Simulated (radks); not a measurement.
Results of a calculation; reference values are marked as such.
Coulomb parameter of the 4d shell of the niobium ion Nb+ in the model configuration [Kr] 4d3 5s1, as a second difference U = [E(n + 1) + E(n - 1) - 2 E(n)] / (1)^2 with all orbitals relaxed. "Bare": the charge of the atom changes with n. "Screened": the 5s shell takes up the change at fixed total charge, which measures U(4d,4d) + U(5s,5s) - 2 U(4d,5s). Code: a radial shooting solver on a logarithmic mesh with Libxc functionals. Model: scalar-relativistic Kohn-Sham, r2SCAN, spin-unpolarised, spherical densities, finite nucleus; meta-GGA in the generalised Kohn-Sham scheme; Fermi nuclear charge, rms radius 4.324 fm.

\begin{tabular}{lrr}
case & configuration & E - E(n) (eV) \\ \hline
start & [Kr] 4d3 5s1 & 0.000 \\
bare +1 & [Kr] 4d4 5s1 & -6.932 \\
bare -1 & [Kr] 4d2 5s1 & 16.340 \\
screened +1 & [Kr] 4d4 & -0.538 \\
screened -1 & [Kr] 4d2 5s2 & 1.379 \\
\end{tabular}

U(bare) = 9.408 eV, U(screened by 5s) = 0.841 eV, against the Slater integral F0(4d,4d) = 12.787 eV with frozen orbitals.
